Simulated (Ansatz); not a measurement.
This geometry of AlF₂H₃OS (8 atoms, charge 0, multiplicity 1) is a first-order saddle point.

Method: RHF/6-31G* in Ansatz.

```xyz
8
Properties=species:S:1:pos:R:3
Al 0.118 0.300 0.190
O -0.298 -0.097 1.897
H -0.980 -0.689 2.192
F 1.676 0.035 -0.231
F -1.074 -0.102 -0.856
S -0.178 2.491 1.106
H 1.080 2.722 1.466
H -0.412 1.212 1.997
```

Which two structures does it join? (They come from a converged band through this point; their orientation in space is the band's.)

Bonds broken: S6–H8. Bonds formed: O2–H8.

Image 0:

```xyz
8
Properties=species:S:1:pos:R:3
Al -0.022 0.052 0.415
O -0.527 -0.798 1.793
H -1.335 -1.283 1.849
F 1.581 0.070 0.057
F -1.049 0.236 -0.855
S -0.138 2.376 1.408
H 0.736 3.037 0.663
H 0.686 2.183 2.429
```

Image 8:

```xyz
8
Properties=species:S:1:pos:R:3
Al 0.070 0.639 0.240
O -0.239 -0.181 2.009
H -0.917 -0.852 2.008
F 1.561 0.100 -0.183
F -1.223 -0.119 -0.447
S -0.116 2.795 0.713
H 1.184 3.069 0.689
H -0.388 0.421 2.733
```

How far does it lie above each of them?

0.91 eV above the first and 1.32 eV above the second. This is the barrier of this one path; another mechanism may lie lower. The orbitals stay closed-shell, which can raise the energy where a bond breaks towards radicals; this wasn't checked here.

Run time: 6.2 min on 1 thread of Arm Neoverse V1, with other jobs on the host, peak memory 0.17 GiB.
